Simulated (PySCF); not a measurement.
Sn(H)2(Cl)(OMe) (CH5ClOSn), SMILES C[O][SnH2][Cl]. Heavy atoms are numbered as in [SnH2:1]([Cl:2])[O:3][CH3:4]. Hydrogens are named by the atom that carries them.

Geometry: PBE0-D3(BJ)/def2-SVP. The def2 effective core potentials stand for the cores of Sn; spin–orbit coupling is left out. Other conformers were not sampled.

Level of theory: r2SCAN/def2-TZVP (PySCF).

ESP charges are fitted to the potential on shells at 1.4 to 2.0 van der Waals radii. Atomic charges (e), one atom of each kind:

| atom | Mulliken | ESP fit |
|---|---|---|
| Sn1 (SnH2) | 0.82 | 0.47 |
| Cl2 | -0.39 | -0.24 |
| O3 | -0.53 | -0.31 |
| C4 (CH3) | -0.13 | -0.21 |
| H on Sn1 | -0.03 | -0.01 |
| H on C4 | 0.09 | 0.10 |
